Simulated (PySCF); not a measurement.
Level of theory: PBE0-D4/def2-TZVP // PBE0-D4/def2-SVP (PySCF 2.14.0). Isolated molecules, 0 K electronic values unless said otherwise. One relaxed conformer stands for a flexible species; it need not be the lowest. Delta-SCF ions had no search for a lower state. 

Reference species: [In(H)3(H2O)] (neutral, multiplicity 1).

| Item | Result |
|---|---|
| HOMO | -7.53 eV |
| vertical ionisation energy (Delta-SCF) | 9.79 eV |
| LUMO | -0.94 eV |

Changed species: [In(H)3(H2S)] (adduct with H2S; the reference has adduct with H2O).

Question: Predict the effect on the HOMO, vertical ionisation energy (Delta-SCF) and LUMO.

Answer: the HOMO decreases by 0.09 eV, to -7.62 eV; the vertical ionisation energy (Delta-SCF) hardly moves; the LUMO rises by 0.22 eV, to -0.72 eV.
